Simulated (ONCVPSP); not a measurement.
## sulfur (S), ONCV: configuration errors across variants

```
Element                 : sulfur
Generator               : ONCVPSP 4.0.1
Type                    : optimised norm-conserving Vanderbilt (ONCV)
Functional              : PW91
Relativity              : non-relativistic
Frozen core             : [He]
Valence charge          : 14
Reference configuration : 2s2 2p6 3s1.75 3p4.25
Partial waves           : 2s+3s: rc 0.85 bohr, ncon 4, nbas 7, qcut 18.8 1/bohr, 2 projectors; 2p+3p: rc 0.65 bohr, ncon 4, nbas 7, qcut 23.2 1/bohr, 2 projectors
Local potential         : polynomial inside 0.45 bohr (lpopt 5, dvloc0 3 Ha)
Core correction         : polynomial model core, fcfact 0.2
```

All-electron excitation energies from the reference (eV): (1) 2s2 2p6 3s2 3p4 -2.535; (2) 2s2 2p6 3s2 3p3 9.299; (3) 2s2 2p6 3s2 3p2 31.657; (4) 2s2 2p6 3s2 3p3.5 2.156.

1 further variants failed, have other tests or too few solved ones, and are left out.

A true bound ghost makes a file unfit for plane-wave use even where its test errors are small: the radial tests pick states by their node count and pass the ghost by.

Errors AE − PS in meV (a dash: test not solved or not reliable):

```
      change  (1)   (2)   (3)   (4)  bound ghosts  GHOST(+) flags above zero
        base  0.0  +0.5  +2.3  +0.1          none                       none
s: qcut 12.4  0.0  +0.5  +2.6  +0.2          none                       none
s: qcut 14.6  0.0  +0.5  +2.5  +0.2          none                       none
s: qcut 17.4  0.0  +0.5  +2.4  +0.1          none                       none
  s: qcut 21  0.0  +0.4  +2.2  +0.1          none                       none
```

Task: Give the same row for: s: qcut 28.1.

Result: 0.0, -0.1, -0.1, 0.0; bound ghosts: s; GHOST(+) flags above zero: none.
